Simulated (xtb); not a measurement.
C$_{4}$H$_{10}$Cd, charge +1, doublet, from a rough starting geometry (GFN-xTB shapes and energies of metal compounds can be far from the true ones) (a state made from the parent by changing its charge; the spin is typed, not shown lowest); xtb with GFN2-xTB.

Here is a job for xtb.
```
$ xtb mol.xyz --gfn 2 --chrg 1 --uhf 1 --opt vtight --json

# file mol.xyz
15

Cd     0.00353169     0.00154579    -0.02118456
C     -0.38403332    -0.62258499     2.17160999
C      0.15801025    -2.06589544     2.36984414
H     -1.40909712    -0.54883052     2.39677762
H      0.26382757     0.07436535     2.80295510
H      1.19282397    -2.17406190     2.10012200
H     -0.33596036    -2.76964818     1.68365936
H      0.01342079    -2.40581661     3.34108219
C      0.25593233     0.65614946    -2.12694379
C     -0.13553052     2.07931807    -2.33754601
H     -0.29177944     0.00160472    -2.82701366
H      1.30874303     0.58350567    -2.44468548
H      0.40443443     2.68452356    -1.67022992
H     -1.20614560     2.20321959    -2.02631795
H     -0.02512421     2.41969131    -3.35673202
```

**Question.** What does xtb print? Leave out banner, timings and long lists.

**Answer.** 
```
   ID    Z sym.   atoms
    1   48 Cd     1
    2    6 C      2, 3, 9, 10
    3    1 H      4-8, 11-15

           -------------------------------------------------
          |                Calculation Setup                |
           -------------------------------------------------

           -------------------------------------------------
          |                 G F N 2 - x T B                 |
           -------------------------------------------------

          ...................................................
          :                      SETUP                      :
          :.................................................:
          :  # basis functions                  30          :
          :  # atomic orbitals                  30          :
          :  # shells                           20          :
          :  # electrons                        27          :
          :  max. iterations                   250          :
          :  Hamiltonian                  GFN2-xTB          :
          :  restarted?                      false          :
          :  GBSA solvation                  false          :
          :  PC potential                    false          :
          :  electronic temp.          300.0000000     K    :
          :  accuracy                    1.0000000          :
          :  -> integral cutoff          0.2500000E+02      :
          :  -> integral neglect         0.1000000E-07      :
          :  -> SCF convergence          0.1000000E-05 Eh   :
          :  -> wf. convergence          0.1000000E-03 e    :
          :  Broyden damping             0.4000000          :
          :  net charge                          1          :
          :  unpaired electrons                  1          :
          ...................................................

 iter      E             dE          RMSdq      gap      omega  full diag
   1    -13.8940985 -0.138941E+02  0.167E+01    3.42       0.0  T
   2    -13.9200217 -0.259232E-01  0.737E+00    3.82       1.0  T
   3    -13.8875171  0.325046E-01  0.285E+00    2.90       1.0  T
   4    -13.9348859 -0.473688E-01  0.575E-01    3.33       1.0  T
   5    -13.9351485 -0.262628E-03  0.172E-01    3.41       1.0  T
   6    -13.9352137 -0.651442E-04  0.735E-02    3.39       1.0  T
   7    -13.9352237 -0.100862E-04  0.488E-02    3.39       1.0  T
   8    -13.9352446 -0.208557E-04  0.240E-02    3.39       1.1  T
   9    -13.9352459 -0.135016E-05  0.371E-03    3.39       7.0  T
  10    -13.9352460 -0.145258E-07  0.648E-04    3.39      39.9  T
  11    -13.9352460 -0.947438E-09  0.194E-04    3.39     133.4  T

   *** convergence criteria satisfied after 11 iterations ***

         :::::::::::::::::::::::::::::::::::::::::::::::::::::
         ::                     SUMMARY                     ::
         :::::::::::::::::::::::::::::::::::::::::::::::::::::
         :: total energy             -13.724501103446 Eh    ::
         :: gradient norm              0.124895779205 Eh/a0 ::
         :: HOMO-LUMO gap              3.393338929388 eV    ::
         ::.................................................::
         :: SCC energy               -13.935245239838 Eh    ::
         :: -> isotropic ES            0.111219305812 Eh    ::
         :: -> anisotropic ES         -0.014098149768 Eh    ::
         :: -> anisotropic XC          0.014335991302 Eh    ::
         :: -> dispersion             -0.005956850966 Eh    ::
         :: repulsion energy           0.210744136392 Eh    ::
         :: add. restraining           0.000000000000 Eh    ::
         :: total charge               1.000000000000 e     ::
         :::::::::::::::::::::::::::::::::::::::::::::::::::::

      -----------------------------------------------------------
     |                   =====================                   |
     |                        A N C O P T                        |
     |                   =====================                   |
[...]
 * total energy  :   -13.7450578 Eh     change       -0.8300647E-06 Eh
 * total energy  :   -13.7450593 Eh     change       -0.1492897E-05 Eh
 * total energy  :   -13.7450623 Eh     change       -0.3009413E-05 Eh
 * total energy  :   -13.7450666 Eh     change       -0.4273369E-05 Eh
 * total energy  :   -13.7450716 Eh     change       -0.5041268E-05 Eh
 * total energy  :   -13.7450755 Eh     change       -0.3916468E-05 Eh
 * total energy  :   -13.7450787 Eh     change       -0.3229324E-05 Eh
 * total energy  :   -13.7450815 Eh     change       -0.2729434E-05 Eh
 * total energy  :   -13.7450824 Eh     change       -0.9522093E-06 Eh
 * total energy  :   -13.7450825 Eh     change       -0.8100978E-07 Eh
 * total energy  :   -13.7450826 Eh     change       -0.1455021E-06 Eh
 * total energy  :   -13.7450827 Eh     change       -0.5185917E-07 Eh
   *** GEOMETRY OPTIMIZATION CONVERGED AFTER 196 ITERATIONS ***
         :: total energy             -13.745082698146 Eh    ::
[...]
        23                          0.0405202               1.1026
        24                          0.0499331               1.3587
        25                          0.0622310               1.6934
       ...                                ...                  ...
        30                          0.6372203              17.3396
      -------------------------------------------------------------
                  HL-Gap            0.1064632 Eh            2.8970 eV
             Fermi-level           -0.5048054 Eh          -13.7365 eV

     #   Z          covCN         q      C6AA      α(0)
     1  48 Cd       1.651     0.347   193.790    26.720
     2   6 C        3.618    -0.091    22.752     6.880
     3   6 C        3.781    -0.120    22.817     6.805
     4   1 H        0.925     0.116     1.648     2.007
     5   1 H        0.925     0.112     1.678     2.026
     6   1 H        0.924     0.093     1.852     2.128
     7   1 H        0.924     0.093     1.852     2.128
     8   1 H        0.924     0.124     1.581     1.966
     9   6 C        3.618    -0.091    22.753     6.880
    10   6 C        3.782    -0.120    22.817     6.804
    11   1 H        0.925     0.115     1.653     2.011
    12   1 H        0.925     0.113     1.671     2.021
    13   1 H        0.924     0.093     1.850     2.127
    14   1 H        0.924     0.093     1.854     2.130
    15   1 H        0.924     0.124     1.581     1.966

 Mol. C6AA /au·bohr⁶  :       2104.031001
 Mol. C8AA /au·bohr⁸  :      78985.541748
 Mol. α(0) /au        :         74.599689

Wiberg/Mayer (AO) data.
largest (>0.10) Wiberg bond orders for each atom

 ---------------------------------------------------------------------------
     #   Z sym  total        # sym  WBO       # sym  WBO       # sym  WBO
 ---------------------------------------------------------------------------
     1  48 Cd   1.676 --     9 C    0.605     2 C    0.605
     2   6 C    3.811 --     3 C    1.084     4 H    0.933     5 H    0.929
                             1 Cd   0.605     9 C    0.192
     3   6 C    3.989 --     2 C    1.084     7 H    0.945     6 H    0.944
                             8 H    0.910
     4   1 H    0.985 --     2 C    0.933
     5   1 H    0.987 --     2 C    0.929
     6   1 H    0.991 --     3 C    0.944
     7   1 H    0.991 --     3 C    0.945
     8   1 H    0.962 --     3 C    0.910
     9   6 C    3.811 --    10 C    1.084    11 H    0.932    12 H    0.930
                             1 Cd   0.605     2 C    0.192
    10   6 C    3.990 --     9 C    1.084    14 H    0.944    13 H    0.944
                            15 H    0.911
    11   1 H    0.986 --     9 C    0.932
    12   1 H    0.986 --     9 C    0.930
    13   1 H    0.991 --    10 C    0.944
    14   1 H    0.991 --    10 C    0.944
    15   1 H    0.960 --    10 C    0.911
 ---------------------------------------------------------------------------

Topologies differ in total number of bonds
Writing topology from bond orders to xtbtopo.mol

molecular dipole:
                 x           y           z       tot (Debye)
 q only:       -0.737      -0.314      -0.223
   full:       -1.188      -0.529      -0.372       3.437
molecular quadrupole (traceless):
                xx          xy          yy          xz          yz          zz
 q only:       -3.900       2.622      -2.200       1.264      -8.662       6.100
  q+dip:       -2.955       3.423      -2.517       1.799      -8.243       5.473
   full:       -1.967       2.856      -1.984       1.624      -6.391       3.950

optimized geometry written to: xtbopt.xyz

           -------------------------------------------------
          | TOTAL ENERGY              -13.745082698146 Eh   |
          | GRADIENT NORM               0.000409929157 Eh/α |
          | HOMO-LUMO GAP               2.897012367823 eV   |
           -------------------------------------------------

normal termination of xtb
```
